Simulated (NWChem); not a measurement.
# GeH4TeSe; SMILES [Te]([SeH])[GeH3]

```xyz
7

Te     1.0047    -0.0183     0.0059
Se    -0.7273    -1.8800     0.0263
H     -0.8481    -1.9904    -1.4384
Ge    -0.7346     1.8784     0.0068
H     -1.6261     1.7574     1.2527
H      0.0535     3.2027     0.0355
H     -1.5867     1.7952    -1.2706
```
Atoms are numbered in this order, from 1.

Results from NWChem. Coordinates come from a PBE0/def2-SVP optimisation. No frequency run checked for a minimum. def2 effective core potentials on Te; no spin-orbit coupling.

**Question.** Predict the results for Hartree-Fock/def2-TZVP. Quantities: highest occupied level (eV); orbital gap (eV); dipole (D).

**Answer.** The highest occupied level (eV) is -8.83. The orbital gap (eV) comes out as 9.94. The dipole (D) is 1.36.
